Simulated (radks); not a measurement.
All-electron atom: neutral iron in [Ar] 3d6.5 4s1.5 (fractional occupations, a model configuration).

Calculated with a radial shooting solver on a logarithmic mesh with Libxc functionals: scalar-relativistic Kohn-Sham, r2SCAN, spin-unpolarised, spherical densities, finite nucleus; meta-GGA in the generalised Kohn-Sham scheme; Fermi nuclear charge, rms radius 3.7377 fm.

Energy parts (eV):
| part | energy |
|---|---|
| total | -34630.651 |
| kinetic | 35045.090 |
| electron-nucleus | -82863.479 |
| Hartree | 14706.716 |
| exchange-correlation | -1518.978 |

Orbitals (lengths in bohr, moments of r in powers of bohr):
1s: occ. 2; eigenvalue (eV) -7020.968; <r> 0.05846
2s: occ. 2; eigenvalue (eV) -826.2200; <r> 0.2663
2p: occ. 6; eigenvalue (eV) -702.1019; <r> 0.2354
3s: occ. 2; eigenvalue (eV) -94.8323; <r> 0.8125
3p: occ. 6; eigenvalue (eV) -59.5847; <r> 0.8619
3d: occ. 6.5; eigenvalue (eV) -5.5030; <r> 1.197
4s: occ. 1.5; eigenvalue (eV) -4.8627; <r> 3.108

The highest occupied level is 4s at -4.863 eV. The electron density at the nucleus is 1.52e+04 e/bohr^3 (large components only). Summed over all electrons, <r^2> = 37.19 bohr^2, which gives a Langevin (diamagnetic) susceptibility term of -29.5 x 10^-6 cm^3/mol.
